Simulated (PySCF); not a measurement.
**Two-component Hartree-Fock for Dy⁵³⁺ (dysprosium, charge +53)**

Start: [Ne] 3s2 3p1; 3p3/2 filled at m_j = +3/2. Calculated with PySCF 2.14 in an uncontracted even-tempered set (18 s from 15 bohr⁻², ratio 2.4; 14 p from 19 bohr⁻², ratio 2.4; 4 d from 64 bohr⁻², ratio 2.6; 4 f from 96 bohr⁻², ratio 2.6): generalised Hartree-Fock with the X2C-1e Hamiltonian and a Gaussian nucleus; one run each with spin-orbit coupling (SO) screened by Boettger's factors, then bare. This is a chosen level, not necessarily the ground level.

```json
{"spinor shell": "1s1/2", "electrons": "2", "ε, screened SO (eV)": "-58054.6", "ε, bare SO (eV)": "-58054.1", "weight of nominal j (bare SO)": "1.000", "rms radius, bare SO (bohr)": "0.0240"}
{"spinor shell": "2s1/2", "electrons": "2", "ε, screened SO (eV)": "-12904.3", "ε, bare SO (eV)": "-12904.2", "weight of nominal j (bare SO)": "1.000", "rms radius, bare SO (bohr)": "0.0953"}
{"spinor shell": "2p1/2", "electrons": "2", "ε, screened SO (eV)": "-12480.7", "ε, bare SO (eV)": "-12501.6", "weight of nominal j (bare SO)": "1.000", "rms radius, bare SO (bohr)": "0.0813"}
{"spinor shell": "3s1/2", "electrons": "2", "ε, screened SO (eV)": "-5197.4", "ε, bare SO (eV)": "-5197.4", "weight of nominal j (bare SO)": "1.000", "rms radius, bare SO (bohr)": "0.228"}
{"spinor shell": "3p3/2", "electrons": "1", "ε, screened SO (eV)": "-4855.8", "ε, bare SO (eV)": "-4853.9", "weight of nominal j (bare SO)": "1.000", "rms radius, bare SO (bohr)": "0.226"}
```

Where does 2p3/2 lie, and what is the 2p spin-orbit splitting (bare SO)?

At -11648.1 eV, 853.56 eV above 2p1/2.

| quantity | screened SO | bare SO |
| --- | --- | --- |
| E (hartree) | -9174.38694 | -9174.79982 |
| M_J | 3/2 | 3/2 |
| ⟨J²⟩ | 3.750 | 3.750 |
| ⟨L²⟩ | 2.019 | 2.020 |
| ⟨S²⟩ | 0.768 | 0.770 |

Each row is a mean over spinors that exchange with the open shell spreads, by up to 24.869 eV (3s1/2).

Breit and QED terms are absent; they matter most for the inner s and p1/2 levels.

Densities and radii are taken from the X2C orbitals without a picture-change correction, which distorts them close to the nucleus.
